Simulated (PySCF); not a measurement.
# ZrHF: from structure and modes to constants

Computed with PySCF, UPBE0, basis Zr def2-TZVP with ECP28, H def2-TZVP, F def2-TZVP (scalar-relativistic core potentials, no spin–orbit coupling, density fitting).

The triplet minimum has Cs symmetry. Masses (u): Zr 89.90470, H 1.00782, F 18.99840.

```xyz
3
charge 0 multiplicity 3, angstrom
Zr   -0.2600    0.0000   -0.1849
H    -1.8896    0.0000    0.7170
F     1.3310    0.0000    0.8348
```

Harmonic wavenumbers (cm⁻¹): 392.6 (a', ×1), 664.1 (a', ×1), 1637.0 (a', ×1).

**Question.** Find the principal moments of inertia and the rotational constants. What kind of rotor is it?

**Answer.** About the centre of mass I = 2.6095, 57.555, 60.165 u Å². With B = 16.8576/I this gives 6.46, 0.2929, 0.2802 cm⁻¹. The molecule is an asymmetric top with κ = -1.00.

**Question.** What is the harmonic zero-point energy?

**Answer.** Half the sum of all 3 wavenumbers, 2694/2 = 1347 cm⁻¹, which is 16.1 kJ/mol (1 cm⁻¹ = 0.0119627 kJ/mol).

This need not be the most stable arrangement of these atoms. Open d and f shells are described by one determinant, and the ground state may have another occupation or spin.
